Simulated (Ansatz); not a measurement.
Consider the formal exchange of groups at a Y–F bond: `[OH][Y]([F])[F]` + CH₄ → `[CH3][Y]([OH])[F]` + H–F.

Gas-phase electronic energies from Ansatz, PBE0-D4/def2-TZVP geometries. CCSD(T)/CBS adds triple-zeta CCSD(T) − MP2 to the extrapolated MP2 energy (def2 sets, frozen cores). This one scheme is used for every species. def2 core potentials past Kr. For Y outer-core shells are correlated without core-valence functions, which leaves a few kJ/mol of doubt a bond. Each species was taken in one conformer, which may not be the lowest.

```
            species  HF/def2-TZVPP energy (Eh)
  `[OH][Y]([F])[F]`                 -312.58427
                CH₄                  -40.21433
`[CH3][Y]([OH])[F]`                 -252.62986
                H–F                 -100.06520
```

**Question.** Work out ΔE.

**Answer.** ΔE = (-252.62986) + (-100.06520) − (-312.58427) − (-40.21433) = 0.10354 Eh = +65.0 kcal/mol. CCSD(T)/CBS gives +61.1 kcal/mol.

Largest T1 diagnostic among the species: 0.015.

Leaving LDA and LC-ωPBE aside and taking each functional with its dispersion term where it has one, the values, not all of them listed here, spread over 3.9 kcal/mol, from HSE06-D4 to CAM-B3LYP-D4. LDA lies −1.7 kcal/mol from PBE without D4. From r2SCAN to r2SCAN0 (25 % exact exchange), in def2-TZVPP and without D4, ΔE moves by −1.1 kcal/mol. In def2-TZVPP, CCSD(T) changes the Hartree–Fock value by −5.0 kcal/mol (the triples alone add −0.4 kcal/mol) and MP2 by −4.3 kcal/mol.
